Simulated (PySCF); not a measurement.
**Dipole moment and polarisability of 4-fluoro-N-methylaniline**

4-fluoro-N-methylaniline, C7H8FN.
Numbering: `[CH3:1][NH:2][c:3]1[cH:4][cH:5][c:6]([F:7])[cH:8][cH:9]1` (hydrogens: H10, H11, H12 on C1; H13 on N2; H14 on C4; H15 on C5; H16 on C8; H17 on C9)

Structure used (GFN2-xTB), in Å, numbered top down from 1:
```xyz
17
C7H8FN angstrom
C      2.645    0.061   -0.082
N      1.527   -0.811    0.181
C      0.236   -0.349    0.281
C     -0.064    1.004    0.463
C     -1.372    1.421    0.623
C     -2.389    0.487    0.599
F     -3.672    0.898    0.752
C     -2.127   -0.859    0.418
C     -0.820   -1.269    0.258
H      2.763    0.769    0.740
H      2.531    0.625   -1.016
H      3.550   -0.539   -0.145
H      1.611   -1.744   -0.191
H      0.725    1.738    0.481
H     -1.606    2.465    0.763
H     -2.941   -1.566    0.400
H     -0.602   -2.317    0.116
```

Level: CAM-B3LYP/def2-SVPD (PySCF), static field, nuclei fixed, core orbitals frozen in the response. The polarisability tensor in these axes (au):

```
x   120.10  -3.08  -7.14
y    -3.08  93.92   4.40
z    -7.14   4.40  57.58
```

Diagonalise the tensor; give its mean and Δα, where Δα² is half the sum of the squared differences of the eigenvalues.

Principal values 56.34, 93.89 and 121.37 au; mean 90.53 au = 13.42 Å³ = 14.93 × 10⁻⁴⁰ C²·m²/J; Δα = 56.54 au (62 % of the mean).

What is the dipole moment, and where does it point?

(3.21, -1.08, -0.94) D, 3.52 D in size, pointing from the negative to the positive side. Measured along this direction, the outermost atoms are F7 at the negative end and H12 at the positive end.

Find the Langevin capture rate constant for H3O+ (19.018 u) meeting this molecule (125.064 u), k = 2.342 × 10⁻⁹ cm³/s × √(α in Å³ / reduced mass in u).

The reduced mass is 16.51 u, so k = 2.11 × 10⁻⁹ cm³/s. The formula leaves out the permanent dipole, which adds to the capture rate.

Directions of the eigenvectors, and the extent of the frame along each?

Largest value along (0.98, -0.13, -0.12), where the nuclei span 7.40 Å; middle along (0.14, 0.99, 0.09), 4.63 Å; least along (0.11, -0.11, 0.99), 1.75 Å. The response follows the extents in order.

What are the principal values of the traceless quadrupole moment, Θ = ½Σq(3rr − r²1), about the centre of nuclear charge?

-7.69, -0.62, 8.32 D·Å. The values depend on the origin, since the dipole doesn't vanish. The electronic extent ⟨r²⟩ about the same centre is 1359 bohr², a root-mean-square distance of 2.40 Å for the 66 electrons.

What would n − 1 = 2πNα be for an ideal gas of these molecules at 400 K and 1 atm, electronic part alone?

N = p/kT = 1.8347 × 10¹⁹ cm⁻³, so n − 1 = 2π × N × 13.42 × 10⁻²⁴ cm³ = 1547 × 10⁻⁶ at long wavelengths.

Estimate the molar refractivity from the static electronic polarisability.

Lorentz–Lorenz: R = (4π/3)N_A α = 2.5225 cm³/(mol·Å³) × 13.42 Å³ = 33.8 cm³/mol, in the limit of long wavelengths.

Isolated species at its GFN2-xTB geometry (one conformer only).

The run behind these numbers computed excited states as well. Hardware: one thread of an x86-64 server, no GPU, shared host. Cost: 87 s wall, 77 s CPU.
